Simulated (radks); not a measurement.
All-electron atom: neutral boron in [He] 2s2 2p1. All-electron calculation, Dirac Kohn-Sham, PBE, spin-unpolarised, spherical densities, finite nucleus; open shells fill j = l - 1/2 first; Fermi nuclear charge, rms radius 2.406 fm. Program: a radial shooting solver on a logarithmic mesh with Libxc functionals.

Radial electron density D(r) = 4 pi r^2 rho(r):

```
   r/bohr * D(r) (the largest magnitude, 5.09, reaches the edge; | marks zero)
   0.0111 |*
  0.01241 |*
  0.01377 | *
  0.01541 | *
  0.01709 | *
  0.01912 |  *
  0.02122 |   *
  0.02373 |   *
  0.02633 |    *
  0.02922 |     *
  0.03268 |       *
  0.03626 |        *
  0.04056 |          *
  0.04501 |            *
  0.05034 |              *
  0.05586 |                 *
  0.06248 |                    *
  0.06932 |                       *
  0.07692 |                          *
  0.08604 |                              *
  0.09547 |                                  *
   0.1068 |                                      *
   0.1185 |                                          *
   0.1325 |                                             *
   0.1471 |                                                 *
   0.1645 |                                                   *
   0.1825 |                                                     *
   0.2025 |                                                      *
   0.2265 |                                                      *
   0.2513 |                                                    *
   0.2811 |                                                 *
   0.3119 |                                             *
   0.3489 |                                        *
   0.3871 |                                  *
    0.433 |                            *
   0.4805 |                       *
   0.5331 |                  *
   0.5963 |              *
   0.6617 |           *
   0.7401 |         *
   0.8212 |         *
   0.9185 |          *
    1.019 |           *
     1.14 |             *
    1.265 |              *
    1.404 |               *
     1.57 |               *
    1.742 |              *
    1.948 |             *
    2.162 |           *
    2.418 |         *
    2.683 |       *
    3.001 |     *
     3.33 |   *
    3.695 |  *
    4.133 | *
    4.586 |*
     5.13 |*
    5.692 *
    6.366 *
    7.064 *
    7.901 *
    8.767 *
```

D(r) has 2 maxima, at r = 0.207, 1.52 bohr, and minima at 0.802 bohr, inside which lie 2.10 electrons.
